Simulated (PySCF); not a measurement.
## Computed NMR parameters against published values

Cartesian coordinates in Å; atom numbers follow the order of the lines, from 1:
```xyz
22

C     1.1479   -1.4410    0.7449
N     0.7457   -0.1578    0.2253
C     1.6062    0.2385   -0.8614
C    -0.7018    0.0221    0.0005
C    -1.2501   -0.8886   -1.1097
C    -1.4486   -0.2674    1.3069
C    -0.9705    1.4856   -0.3661
H     0.5929   -1.6963    1.6565
H     2.2140   -1.4007    1.0181
H     1.0305   -2.2839    0.0271
H     1.4027    1.2690   -1.1792
H     1.5399   -0.4148   -1.7604
H     2.6532    0.2079   -0.5212
H    -1.1029   -1.9523   -0.8681
H    -2.3301   -0.7271   -1.2470
H    -0.7604   -0.6878   -2.0749
H    -0.9889    0.2901    2.1368
H    -1.4489   -1.3365    1.5630
H    -2.4995    0.0431    1.2172
H    -2.0516    1.6855   -0.3498
H    -0.6102    1.7404   -1.3729
H    -0.4808    2.1528    0.3590
```

What is known from experiment: δ $^{13}$C C4 53.6; C5/C6/C7 25.4 ppm (measured; solution, not stated per compound (mostly CDCl3 or CCl4); Pretsch, Buehlmann, Badertscher, Structure Determination of Organic Compounds, 4th ed. (2009)).

Theory: PBE0-D3(BJ)/def2-SVP geometry, σ from GIAO-PBE0/pcSseg-1, in PySCF 2.14.0 with density-fitted response routines (one conformer, no solvent model, fast rotation and ring inversion assumed for equivalent nuclei, non-relativistic Hamiltonian).

(1) How close does the calculation come?

(2) How far are the unscaled $^{13}$C shifts from the references?

Results:

(1) 
Reference values: measured (solution, not stated per compound (mostly CDCl3 or CCl4); Pretsch, Buehlmann, Badertscher, Structure Determination of Organic Compounds, 4th ed. (2009)).
| atoms | quantity | reference | computed | computed, scaled |
| --- | --- | --- | --- | --- |
| C4 | δ $^{13}$C | 53.6 | 52.1 | 49.7 |
| C5/C6/C7 | δ $^{13}$C | 25.4 | 26.6 | 25.1 |

Computed shifts are σ(ref) − σ with the named reference compound (TMS for H and C) calculated as an isolated molecule at the same level. The measured values may be among those fitted. Shieldings were converted by linear fits to measured shifts (mostly CDCl3, TMS scale, for H and C): $^{13}$C (scatter 1.9 ppm rms, 2.3 ppm with the 23 outliers that the fit left out). A few per cent of atoms miss by over 2 rms, more outside the fitted compound classes.

(2) Mean signed difference -0.15 ppm, mean absolute 1.35 ppm over 2 comparisons; the largest is -1.5 ppm at C4 (fully substituted sp3 carbon bonded to N).

The carbons averaged at δ 26.6 differ by 17 ppm in this conformer.
